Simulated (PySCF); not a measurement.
OS₂, SMILES S=[S+][O-].

Coordinates come from a PBE0-D3(BJ)/def2-TZVP optimisation.

Two levels are set side by side: PBE/def2-TZVPD (PySCF) and r2SCAN/def2-TZVPD (PySCF). Same geometry, gas phase. Differences are taken from unrounded values.

| quantity | PBE |
|---|---|
| orbital gap (eV) | 2.20 |
| highest occupied level (eV) | -6.97 |
| lowest empty level (eV) | -4.77 |
| dipole moment (D) | 1.32 |
| mean polarisability (bohr³) | 45.5 |

**Question.** These are the PBE values. What does r2SCAN give? (The exact figures need the calculation; the answer reports its results.)

**Answer.** 
| quantity | r2SCAN | PBE minus r2SCAN |
|---|---|---|
| orbital gap (eV) | 2.43 | -0.23 |
| highest occupied level (eV) | -7.22 | 0.24 |
| lowest empty level (eV) | -4.79 | 0.01 |
| dipole moment (D) | 1.35 | -0.03 |
| mean polarisability (bohr³) | 44.3 | 1.2 |

Rough cost on one machine, each run with all the roots and properties that it gave: r2SCAN against PBE about 3 times.
